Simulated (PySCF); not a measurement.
## Correlation energy of O⁺ (oxygen, charge +1)

[He] 2s2 2p3, high-spin 4S determinant. Calculation: PySCF 2.14, in aug-cc-pVTZ (5s4p3d2f, 46 functions); the non-relativistic Hamiltonian (point nucleus). Frozen: 1s2; 5 electrons correlated.

| level | correlation energy (mhartree) |
| --- | --- |
| CCSD | -113.38 |
| (T) | -1.67 |
| CCSD(T) | -115.05 |

Diagnostics: T1 = 0.0041, D1 = 0.0090, largest double amplitude 0.030.

Cost of the coupled-cluster step: roughly 1.1 core-seconds, for 5 correlated electrons.
